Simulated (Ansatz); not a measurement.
C2H10GeN2, SMILES `[CH3][Ge]([CH3])([NH2])[NH2]`. Charge 0, multiplicity 1.

Z-matrix (Å, degrees):
```
C
Ge 1 1.954
H 1 1.091 2 110.0
H 1 1.092 2 110.5 3 120.0
H 1 1.092 2 110.9 3 -120.0
C 2 1.954 1 111.1 3 -178.6
N 2 1.840 1 105.8 3 54.8
N 2 1.840 1 115.9 3 -57.8
H 6 1.092 2 110.9 1 61.3
H 6 1.092 2 110.5 1 -58.6
H 6 1.091 2 110.0 1 -178.6
H 7 1.010 2 115.5 1 50.3
H 7 1.010 2 114.4 1 178.2
H 8 1.010 2 114.4 1 54.6
H 8 1.010 2 115.5 1 -73.3
```

(1) What are the harmonic wavenumbers in cm⁻¹ at PBE0-D4/def2-TZVP (Ansatz, finite differences of forces, unscaled)? (Best estimate.)

(2) Is this a minimum?

(3) Give the ideal-gas thermochemistry at 298.15 K and 1 bar (rigid rotor, harmonic oscillator; point group C2, symmetry number 2).

(4) And at 400, 500, 600, 800 and 1000 K?

(5) Rotational constants (cm⁻¹)?

Answers

(1) The calculation gave: 117, 124, 160, 166, 170, 198, 201, 225, 299, 526, 535, 586, 611, 689, 692, 729, 751, 788, 830, 891, 904, 1256, 1260, 1449, 1450, 1456, 1460, 1574, 1576, 3055, 3056, 3141, 3142, 3152, 3152, 3564, 3564, 3660, 3661.

(2) Yes, all 39 modes are real.

(3) Zero-point energy 327.9 kJ/mol; H(298) − E = 355.6 kJ/mol; entropy 382.6 J/(mol·K), of which translation 170.0, rotation 106.5, vibration 106.0; G(298) − E = 241.6 kJ/mol.

(4) 
| T (K) | H − E (kJ/mol) | S (J/mol/K) | G − E (kJ/mol) |
| --- | --- | --- | --- |
| 400 | 372.1 | 430.0 | 200.1 |
| 500 | 390.8 | 471.6 | 155.0 |
| 600 | 411.4 | 509.1 | 105.9 |
| 800 | 457.1 | 574.7 | -2.6 |
| 1000 | 507.6 | 630.9 | -123.3 |

(5) 0.1063, 0.1033, 0.0947.
